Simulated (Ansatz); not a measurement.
A short molecular-dynamics run on GeBr2⁺.

```yaml
crystal:
  periodic: [false, false, false]
  atoms:
    - {symbol: Ge, position_ang: [-0.490330, 0.427435, 0.331727]}
    - {symbol: Br, position_ang: [1.481534, 0.056731, 1.313189]}
    - {symbol: Br, position_ang: [-0.991203, -0.484165, -1.644926]}
basis:
  gaussian: {orbitals: def2-SVP}
total_charge: 1
magnetization: {spin_polarized: true, initial_magnetization: 1}
hamiltonian: {xc: {name: r2SCAN}, dispersion: rvv10}
md: {timestep: 2 fs, n_steps: 15, ensemble: nve, temperature: 1000, initial_velocities: maxwell_boltzmann, seed: 23}
scf: {omitted_lower_state_checks: [starts]}
```

```sh
$ ansatz run in.yaml --threads 4 --pin off --events-out ev --progress --plain --max-ram 3916MiB
```

```tsv
step	time (fs)	potential energy (eV)	kinetic (eV)	T (K)	conserved (eV)
0	0.0	-196574.7745	0.1293	1000	-196574.6453
1	2.0	-196574.7733	0.1281	991	-196574.6453
2	4.0	-196574.7684	0.1232	953	-196574.6452
3	6.0	-196574.7604	0.1152	891	-196574.6452
4	8.0	-196574.7499	0.1048	810	-196574.6451
5	10.0	-196574.7378	0.0927	717	-196574.6451
6	12.0	-196574.7249	0.0799	618	-196574.6450
7	14.0	-196574.7121	0.0671	519	-196574.6450
8	16.0	-196574.7001	0.0552	427	-196574.6449
9	18.0	-196574.6896	0.0447	346	-196574.6449
10	20.0	-196574.6811	0.0363	281	-196574.6449
11	22.0	-196574.6750	0.0302	233	-196574.6449
12	24.0	-196574.6714	0.0265	205	-196574.6449
13	26.0	-196574.6703	0.0254	197	-196574.6449
14	28.0	-196574.6716	0.0267	206	-196574.6449
15	30.0	-196574.6749	0.0300	232	-196574.6449
```

Velocities are drawn at the set temperature; a run this short doesn't reach equilibrium.

Frames (Å, forces in eV/Å):

```xyz
3
time=0.0 fs
Ge   -0.490    0.427    0.332   -0.074    0.064    0.050
Br    1.482    0.057    1.313    0.094   -0.020    0.044
Br   -0.991   -0.484   -1.645   -0.020   -0.045   -0.093
3
time=2.0 fs
Ge   -0.485    0.429    0.338   -0.220   -0.001   -0.182
Br    1.481    0.058    1.315    0.189   -0.039    0.088
Br   -0.995   -0.486   -1.652    0.031    0.040    0.094
3
time=4.0 fs
Ge   -0.480    0.430    0.344   -0.363   -0.059   -0.398
Br    1.480    0.059    1.316    0.284   -0.059    0.131
Br   -0.998   -0.489   -1.659    0.078    0.118    0.267
3
time=6.0 fs
Ge   -0.476    0.431    0.349   -0.499   -0.109   -0.596
Br    1.479    0.060    1.317    0.377   -0.079    0.174
Br   -1.002   -0.491   -1.665    0.122    0.187    0.422
3
time=8.0 fs
Ge   -0.471    0.432    0.355   -0.627   -0.152   -0.775
Br    1.478    0.062    1.319    0.465   -0.097    0.214
Br   -1.005   -0.493   -1.672    0.162    0.249    0.560
3
time=10.0 fs
Ge   -0.467    0.433    0.360   -0.742   -0.188   -0.932
Br    1.478    0.063    1.320    0.544   -0.114    0.250
Br   -1.009   -0.495   -1.678    0.198    0.302    0.682
3
time=12.0 fs
Ge   -0.464    0.434    0.364   -0.843   -0.219   -1.067
Br    1.478    0.064    1.322    0.613   -0.129    0.281
Br   -1.012   -0.497   -1.684    0.230    0.348    0.786
3
time=14.0 fs
Ge   -0.460    0.434    0.368   -0.925   -0.245   -1.180
Br    1.478    0.065    1.324    0.667   -0.141    0.305
Br   -1.015   -0.499   -1.689    0.258    0.386    0.875
3
time=16.0 fs
Ge   -0.458    0.435    0.372   -0.989   -0.268   -1.271
Br    1.479    0.066    1.326    0.706   -0.150    0.322
Br   -1.018   -0.500   -1.694    0.282    0.418    0.949
3
time=18.0 fs
Ge   -0.456    0.436    0.374   -1.030   -0.288   -1.341
Br    1.480    0.066    1.328    0.728   -0.156    0.330
Br   -1.021   -0.501   -1.699    0.302    0.444    1.011
3
time=20.0 fs
Ge   -0.454    0.436    0.376   -1.050   -0.307   -1.388
Br    1.481    0.067    1.331    0.730   -0.157    0.329
Br   -1.024   -0.502   -1.703    0.320    0.464    1.059
3
time=22.0 fs
Ge   -0.453    0.436    0.377   -1.047   -0.324   -1.416
Br    1.482    0.068    1.333    0.713   -0.155    0.319
Br   -1.026   -0.503   -1.706    0.333    0.480    1.097
3
time=24.0 fs
Ge   -0.452    0.436    0.378   -1.022   -0.341   -1.424
Br    1.484    0.069    1.336    0.678   -0.150    0.299
Br   -1.029   -0.504   -1.709    0.344    0.490    1.125
3
time=26.0 fs
Ge   -0.452    0.436    0.377   -0.976   -0.356   -1.413
Br    1.487    0.069    1.339    0.624   -0.141    0.271
Br   -1.031   -0.504   -1.712    0.352    0.497    1.142
3
time=28.0 fs
Ge   -0.453    0.435    0.376   -0.912   -0.371   -1.385
Br    1.489    0.070    1.342    0.554   -0.128    0.235
Br   -1.033   -0.504   -1.714    0.357    0.499    1.151
3
time=30.0 fs
Ge   -0.454    0.435    0.375   -0.831   -0.384   -1.342
Br    1.492    0.070    1.345    0.471   -0.113    0.192
Br   -1.035   -0.504   -1.715    0.360    0.498    1.150
```

Hardware: 4 threads of Intel Xeon on a shared host. Wall time 51 s.
